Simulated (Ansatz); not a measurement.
Results of the Gaussian-basis code of Ansatz.

A structure relaxed at PBE0-D4/def2-TZVP, charge 0, multiplicity 2:

```tsv
atom	x (Å)	y (Å)	z (Å)
C1	-1.364	-0.869	-1.870
C2	-0.695	-0.451	-0.950
Si3	0.308	0.232	0.408
F4	0.658	-0.940	1.429
H5	-0.476	1.259	1.124
H6	1.570	0.769	-0.140
```

(1) Give its formula and SMILES.

(2) Point group (tolerance 0.08 Å, 0.16 Å for H)?

(3) Summarise the bond lengths by kind.

Answers

(1) C2H2FSi, `[C]#C[SiH2]F`.

(2) Cs.

(3) 1 × C–C 1.212 Å; 1 × C–Si 1.821 Å; 1 × F–Si 1.593 Å; 2 × H–Si 1.477 Å.
